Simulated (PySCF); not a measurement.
Fill in the blanks.

Compound: C6H7ClN (charge +1).
Atom-mapped SMILES: `[CH3:1][n+:2]1[cH:3][cH:4][cH:5][c:6]([Cl:7])[cH:8]1` (hydrogens: H9, H10, H11 on C1; H12 on C3; H13 on C4; H14 on C5; H15 on C8)

Structure used (PBE0-D3(BJ)/def2-SVP), in Å, numbered top down from 1:
```
atom  x, y, z in Å
C1     2.636   -0.349   -0.332
N2     1.166   -0.387   -0.291
C3     0.544   -1.582   -0.238
C4    -0.835   -1.651   -0.169
C5    -1.585   -0.479   -0.157
C6    -0.919    0.749   -0.213
Cl7   -1.767    2.225   -0.203
C8     0.471    0.764   -0.281
H9     2.995   -1.059   -1.088
H10    3.033   -0.619    0.655
H11    2.965    0.661   -0.598
H12    1.183   -2.467   -0.251
H13   -1.320   -2.628   -0.128
H14   -2.676   -0.504   -0.105
H15    1.035    1.696   -0.326
```

```json
{"property": "rotational constants A, B, C", "level": "PBE0-D3(BJ)/def2-SVP", "value": "?"}
{"property": "HOMO energy", "level": "PBE0/def2-SVPD", "value": "-12.40 eV"}
{"property": "LUMO energy", "level": "PBE0/def2-SVPD", "value": "-6.91 eV"}
{"property": "lowest singlet excitation", "level": "TDDFT PBE0/def2-SVPD", "value": "?"}
{"property": "strongest line among the 10 lowest singlet transitions", "level": "TDDFT PBE0/def2-SVPD", "value": "?"}
{"property": "lowest triplet excitation (Tamm–Dancoff)", "level": "TDA PBE0/def2-SVPD", "value": "3.49 eV"}
{"property": "static isotropic polarisability", "level": "PBE0/def2-SVPD", "value": "85.1 au"}
{"property": "vertical ionisation energy", "level": "ΔSCF PBE0/def2-SVPD", "value": "14.33 eV"}
{"property": "vertical electron affinity", "level": "ΔSCF PBE0/def2-SVPD", "value": "5.13 eV"}
{"property": "electronic spatial extent ⟨r²⟩ about the centre of nuclear charge", "level": "PBE0/def2-SVPD", "value": "?"}
{"property": "13C chemical shifts (computed TMS as zero) by class", "level": "GIAO KT2/pcSseg-1", "value": "143.7 (C6), 142.1 (C5), 139.1 (C8), 135.1 (C3), 125.7 (C4), 50.7 (C1) ppm"}
{"property": "1H chemical shifts (computed TMS as zero) by class", "level": "GIAO KT2/pcSseg-1", "value": "8.32 (H14), 8.03 (H15), 7.97 (H12), 7.89 (H13), 4.37 (H9/H10/H11) ppm"}
{"property": "isotropic shieldings of nuclei other than C and H, by class", "level": "GIAO KT2/pcSseg-1", "value": "?"}
```

Electronic properties: PySCF, gas phase, density fitting. NMR classes are plain means over equivalent atoms (diastereotopic ones count apart unless rotation or inversion swaps them), as if these changed places fast; in this geometry the members of some classes differ.

Question: The electronic spatial extent ⟨r²⟩ about the centre of nuclear charge?

Answer: 1194 bohr².

Question: Give the strongest line among the 10 lowest singlet transitions.

Answer: S9 at 7.45 eV (166 nm, f = 0.383).

Question: The rotational constants A, B, C?

Answer: 3.424, 1.217, 0.903 GHz.

Question: The lowest singlet excitation?

Answer: 4.68 eV (265 nm, f = 0.062).

Question: Give the isotropic shieldings of nuclei other than C and H, by class.

Answer: 42 (N2), 636 (Cl7) ppm.

The rotational constants make it an asymmetric top with κ = (2B − A − C)/(A − C) = -0.75, nearer the prolate limit (−1). The principal polarisabilities are 50.7, 90.8 and 113.7 au; their mean is the isotropic value. The vertical singlet–triplet gap S1 − T1 is 1.19 eV (TDDFT singlet less Tamm–Dancoff triplet; S1: HOMO→LUMO, weight 0.92; T1: HOMO→LUMO, weight 0.95). The largest Löwdin shares of the HOMO are 0.41 on Cl7, 0.16 on C6, 0.12 on C8 and 0.12 on C3. −ε(LUMO) is 6.91 eV against a ΔSCF electron affinity of 5.13 eV.

For the TDDFT job (PBE0/def2-SVPD), time: 3.4 min. Hardware: Arm Neoverse V1, one thread, on a shared host.
